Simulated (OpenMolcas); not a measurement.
Ru4+ among 5 point charges of -2 e arranged as a trigonal bipyramid (D3h).

- Program: OpenMolcas
- Method: SS-CASPT2, IPEA 0.25 Eh, imaginary shift 0.1 Eh (closed shells correlated: 4s 4p)
- Basis: ANO-RCC-VDZP [6s5p3d1f]
- Scalar Hamiltonian: DKH2, point nucleus
- Active space: 4 electrons in 5 orbitals (4d)
- State averaging: 2S+1 = 5 even, 5 roots; 2S+1 = 3 even, 45 roots; 2S+1 = 1 even, 50 roots
- Spin-orbit coupling: state interaction with AMFI integrals over the reference wave functions

All point charges move together. At R = 1.95 Å the first state of the same spin is 8780 cm-1, and at R = 2.08 Å it is 6630 cm-1.

Task: A third run gives 11270 cm-1. What distance was it run at?

Result: With a power law R^-n the two known points give n = -ln(6630 / 8780) / ln(2.08 / 1.95) = 4.35. Then R = 1.95 × (8780 / 11270)^(1/4.35) = 1.841 Å. The run was at 1.84 Å, so the estimate is off by +0.001 Å.

Roots that are degenerate in the reference are averaged as groups; the widest CASPT2 spread within a group is 220 cm-1 (the 2-fold group of multiplicity 5 near 11400 cm-1 above the lowest state of its run, R = 1.84). Shifts and gaps below about the spread of the groups concerned are not significant. Point charges give a weaker field than real ligands, and real ions of this kind are as a rule low spin; the high spin found here belongs to the model. Free-ion shares, where given, are those of the reference states; single-state CASPT2 does not remix them. This is an electrostatic model: the charges have no orbitals. No measured value stands beside these numbers.
